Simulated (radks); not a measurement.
The numbers below are computed, except where a source is named.
Problem. The mean radii <r> (bohr) of the occupied orbitals of an atom or ion are listed with their occupations. Level of theory: Dirac Kohn-Sham, PBEsol, spin-unpolarised, spherical densities, finite nucleus; Fermi nuclear charge, rms radius of each element as measured or else 0.836 A^(1/3) + 0.57 fm (a radial shooting solver on a logarithmic mesh with Libxc functionals).

| orbital | occ. | <r> |
|---|---|---|
| 1s1/2 | 2 | 0.02233 |
| 2s1/2 | 2 | 0.09462 |
| 2p1/2 | 2 | 0.07909 |
| 2p3/2 | 4 | 0.08582 |
| 3s1/2 | 2 | 0.2493 |
| 3p1/2 | 2 | 0.2389 |
| 3p3/2 | 4 | 0.2518 |
| 3d3/2 | 4 | 0.2236 |
| 3d5/2 | 6 | 0.2276 |
| 4s1/2 | 2 | 0.5655 |
| 4p1/2 | 2 | 0.5783 |
| 4p3/2 | 4 | 0.6075 |
| 4d3/2 | 4 | 0.6457 |
| 4d5/2 | 6 | 0.6560 |
| 5s1/2 | 2 | 1.350 |
| 5p1/2 | 2 | 1.498 |
| 5p3/2 | 4 | 1.580 |
| 4f5/2 | 2.57143 | 0.8715 |
| 4f7/2 | 3.42857 | 0.8821 |

Name the element and its charge. Open shells, if any, are shared by 2j + 1.

Solution. Z = 63, europium, charge +3: Eu3+ in [Xe] 4f6. The 1s radius gives Z: for a bare nucleus <r> = (2 gamma + 1)/(2Z) with gamma = sqrt(1 - (Z/c)^2), 0.02203 bohr for Z = 63, and screening makes it slightly larger (0.02233 here). The occupations add up to 60, and the charge is Z minus that.
